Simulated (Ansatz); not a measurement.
Steps of a relaxation of C4H9NSeSi, SMILES `C=C([SiH3])CC(N)=[Se]` with RKS PBE0-D4/def2-TZVP.

```sh
$ ansatz run in.yaml --threads 2 --pin off --events-out ev --progress --plain --max-ram 32768MiB --backend cuda --devices 0, --max-vram 18GiB
```

```yaml
crystal:
  periodic: [false, false, false]
  atoms:
    - {symbol: C, position_ang: [-0.714240, -1.624750, -0.811800]}
    - {symbol: C, position_ang: [-0.135800, -0.842440, 0.090470]}
    - {symbol: Si, position_ang: [1.684320, -0.999370, 0.594090]}
    - {symbol: C, position_ang: [-0.907390, 0.268860, 0.750810]}
    - {symbol: C, position_ang: [-0.490500, 1.610850, 0.228810]}
    - {symbol: N, position_ang: [-0.354630, 1.708210, -1.094020]}
    - {symbol: Se, position_ang: [-0.222700, 3.019640, 1.294750]}
    - {symbol: H, position_ang: [-0.173130, -2.416520, -1.302630]}
    - {symbol: H, position_ang: [-1.756100, -1.528470, -1.086900]}
    - {symbol: H, position_ang: [2.285400, -2.069820, -0.200470]}
    - {symbol: H, position_ang: [1.737430, -1.303640, 2.023600]}
    - {symbol: H, position_ang: [2.342200, 0.278940, 0.312240]}
    - {symbol: H, position_ang: [-1.981280, 0.156070, 0.559400]}
    - {symbol: H, position_ang: [-0.756150, 0.251380, 1.831090]}
    - {symbol: H, position_ang: [-0.083460, 2.589020, -1.500600]}
    - {symbol: H, position_ang: [-0.473990, 0.902040, -1.688840]}
basis:
  gaussian: {orbitals: def2-TZVP}
hamiltonian: {xc: pbe0, dispersion: d4}
relax: {f_tol: 0.005, max_steps: 150}
```

Positions (Å) and forces (eV/Å) along the path, 8 of 11 steps:

```xyz
16
step=1 energy=-78996.0058 eV
C    -0.714   -1.625   -0.812    0.141   -0.191   -0.064
C    -0.136   -0.842    0.090    0.200    0.145    0.271
Si    1.684   -0.999    0.594   -0.824    0.054   -0.393
C    -0.907    0.269    0.751    0.068   -0.247   -0.040
C    -0.490    1.611    0.229    0.038    0.440   -0.274
N    -0.355    1.708   -1.094   -0.080   -0.200    0.066
Se   -0.223    3.020    1.295    0.052    0.203    0.266
H    -0.173   -2.417   -1.303    0.163   -0.221   -0.156
H    -1.756   -1.528   -1.087   -0.251    0.079    0.014
H     2.285   -2.070   -0.200    0.233   -0.334   -0.186
H     1.737   -1.304    2.024    0.101   -0.072    0.420
H     2.342    0.279    0.312    0.251    0.294    0.003
H    -1.981    0.156    0.559   -0.026   -0.018    0.003
H    -0.756    0.251    1.831   -0.075    0.130   -0.031
H    -0.083    2.589   -1.501   -0.040   -0.044    0.075
H    -0.474    0.902   -1.689    0.050   -0.019    0.026
16
step=3 energy=-78996.0501 eV
C    -0.713   -1.662   -0.790    0.022   -0.084    0.012
C    -0.136   -0.833    0.081   -0.010    0.017    0.051
Si    1.672   -1.015    0.550    0.044   -0.034    0.059
C    -0.912    0.288    0.729    0.058   -0.025   -0.042
C    -0.498    1.655    0.238   -0.184    0.110   -0.016
N    -0.351    1.744   -1.080    0.063   -0.033   -0.003
Se   -0.312    3.062    1.341    0.028   -0.097   -0.062
H    -0.170   -2.491   -1.242   -0.034    0.133   -0.015
H    -1.765   -1.567   -1.062    0.041   -0.024    0.047
H     2.281   -2.122   -0.237   -0.048    0.038    0.010
H     1.772   -1.320    2.004    0.004    0.009   -0.044
H     2.405    0.254    0.289   -0.033   -0.046   -0.013
H    -1.982    0.172    0.515    0.014    0.028   -0.010
H    -0.799    0.285    1.813    0.016   -0.054   -0.008
H    -0.097    2.628   -1.486    0.013    0.008   -0.018
H    -0.396    0.920   -1.663    0.005    0.053    0.051
16
step=4 energy=-78996.0547 eV
C    -0.711   -1.663   -0.785    0.030   -0.041   -0.043
C    -0.136   -0.831    0.084   -0.019    0.040    0.034
Si    1.671   -1.014    0.553    0.029   -0.007   -0.002
C    -0.915    0.288    0.729   -0.011   -0.035   -0.002
C    -0.510    1.657    0.235   -0.005    0.035    0.002
N    -0.348    1.744   -1.081    0.012   -0.013    0.004
Se   -0.308    3.059    1.340   -0.012   -0.048   -0.038
H    -0.158   -2.468   -1.263   -0.040    0.048    0.036
H    -1.768   -1.582   -1.041    0.031   -0.002    0.014
H     2.269   -2.122   -0.239   -0.023    0.016    0.011
H     1.774   -1.318    2.006    0.003    0.008   -0.028
H     2.403    0.252    0.283   -0.005   -0.026    0.001
H    -1.985    0.168    0.515    0.001    0.008   -0.004
H    -0.801    0.283    1.813    0.004   -0.013   -0.005
H    -0.085    2.626   -1.487    0.004    0.002   -0.009
H    -0.391    0.919   -1.663    0.000    0.027    0.029
16
step=6 energy=-78996.0562 eV
C    -0.708   -1.664   -0.775    0.001    0.014   -0.008
C    -0.137   -0.825    0.090   -0.018    0.005   -0.005
Si    1.673   -1.013    0.544    0.009   -0.007   -0.002
C    -0.925    0.289    0.728    0.002    0.010   -0.006
C    -0.520    1.661    0.239   -0.003   -0.017    0.018
N    -0.332    1.746   -1.074    0.010    0.015    0.003
Se   -0.348    3.064    1.343   -0.003    0.009    0.003
H    -0.154   -2.466   -1.250    0.004   -0.015    0.000
H    -1.764   -1.588   -1.029   -0.005   -0.004   -0.001
H     2.242   -2.133   -0.250    0.003   -0.002    0.002
H     1.795   -1.307    1.995    0.003    0.003    0.003
H     2.418    0.239    0.252    0.000    0.003   -0.004
H    -1.992    0.168    0.504    0.002   -0.002    0.003
H    -0.820    0.282    1.813   -0.002    0.005    0.001
H    -0.065    2.628   -1.478   -0.003   -0.002    0.002
H    -0.362    0.921   -1.653    0.000   -0.014   -0.011
16
step=7 energy=-78996.0564 eV
C    -0.709   -1.665   -0.774   -0.011    0.010    0.022
C    -0.139   -0.824    0.090   -0.006   -0.016   -0.011
Si    1.674   -1.013    0.539    0.004    0.005   -0.002
C    -0.928    0.289    0.727    0.007    0.016   -0.004
C    -0.522    1.662    0.242   -0.008   -0.016    0.005
N    -0.324    1.748   -1.070    0.009    0.009    0.005
Se   -0.364    3.066    1.348   -0.001    0.009    0.004
H    -0.154   -2.470   -1.244    0.010   -0.011   -0.010
H    -1.765   -1.593   -1.025   -0.005    0.001   -0.010
H     2.235   -2.141   -0.249    0.002   -0.002    0.003
H     1.803   -1.296    1.992   -0.001    0.002    0.001
H     2.420    0.235    0.234    0.002    0.001   -0.002
H    -1.995    0.168    0.499    0.001    0.000    0.004
H    -0.827    0.281    1.812    0.000    0.000    0.002
H    -0.057    2.631   -1.472   -0.002   -0.001    0.002
H    -0.348    0.922   -1.649    0.000   -0.008   -0.008
16
step=9 energy=-78996.0567 eV
C    -0.714   -1.670   -0.773   -0.003    0.004    0.001
C    -0.142   -0.826    0.088    0.012   -0.012    0.000
Si    1.673   -1.010    0.531   -0.005    0.006   -0.001
C    -0.930    0.287    0.726    0.001    0.000    0.002
C    -0.524    1.661    0.247   -0.006    0.008   -0.016
N    -0.308    1.749   -1.061    0.001   -0.012    0.007
Se   -0.387    3.065    1.356    0.001   -0.003   -0.001
H    -0.159   -2.476   -1.243    0.000    0.002    0.001
H    -1.770   -1.598   -1.026    0.001    0.000    0.001
H     2.229   -2.154   -0.237    0.000    0.000    0.003
H     1.810   -1.262    1.989   -0.002    0.001   -0.005
H     2.419    0.230    0.195   -0.001   -0.004    0.002
H    -1.997    0.168    0.497   -0.001    0.003    0.001
H    -0.832    0.275    1.812    0.002   -0.003    0.000
H    -0.042    2.634   -1.459    0.001    0.002    0.002
H    -0.325    0.925   -1.643   -0.001    0.008    0.005
16
step=10 energy=-78996.0567 eV
C    -0.714   -1.670   -0.774    0.000   -0.003   -0.004
C    -0.142   -0.827    0.086    0.006   -0.001    0.002
Si    1.672   -1.009    0.530   -0.002    0.000    0.004
C    -0.930    0.286    0.726   -0.004   -0.002    0.000
C    -0.524    1.661    0.248    0.008    0.005   -0.006
N    -0.307    1.750   -1.060   -0.003   -0.006    0.004
Se   -0.389    3.064    1.358   -0.002   -0.002   -0.002
H    -0.160   -2.476   -1.244   -0.002    0.005    0.001
H    -1.771   -1.597   -1.027    0.002    0.000    0.002
H     2.230   -2.158   -0.231   -0.001    0.002    0.000
H     1.809   -1.254    1.989   -0.001    0.001   -0.003
H     2.419    0.230    0.188   -0.001   -0.003   -0.001
H    -1.997    0.167    0.498   -0.001    0.000    0.000
H    -0.830    0.273    1.812    0.001   -0.001   -0.001
H    -0.041    2.635   -1.457    0.000    0.001    0.001
H    -0.324    0.926   -1.643    0.000    0.004    0.003
16
step=11 energy=-78996.0567 eV
C    -0.714   -1.670   -0.775    0.001   -0.003   -0.003
C    -0.142   -0.828    0.086    0.000    0.004    0.000
Si    1.672   -1.010    0.530    0.001   -0.002    0.001
C    -0.929    0.286    0.726    0.000   -0.004    0.003
C    -0.524    1.660    0.248   -0.003    0.003   -0.002
N    -0.307    1.750   -1.060    0.000   -0.002    0.001
Se   -0.390    3.064    1.358    0.001   -0.001    0.000
H    -0.160   -2.475   -1.246   -0.002    0.001    0.002
H    -1.771   -1.597   -1.027    0.001    0.001    0.000
H     2.230   -2.159   -0.229   -0.001    0.001    0.000
H     1.808   -1.252    1.990    0.000    0.000   -0.001
H     2.420    0.228    0.187    0.000   -0.001    0.000
H    -1.997    0.167    0.499    0.001    0.000    0.000
H    -0.829    0.273    1.812    0.000    0.001    0.000
H    -0.042    2.636   -1.457    0.000    0.000    0.000
H    -0.325    0.926   -1.643    0.000    0.000    0.000
```

Hardware: 2 threads of an AMD EPYC 7R13 on a shared host and a share of an NVIDIA H100 80 GB. Wall time 33 s, peak host memory 0.99 GiB.
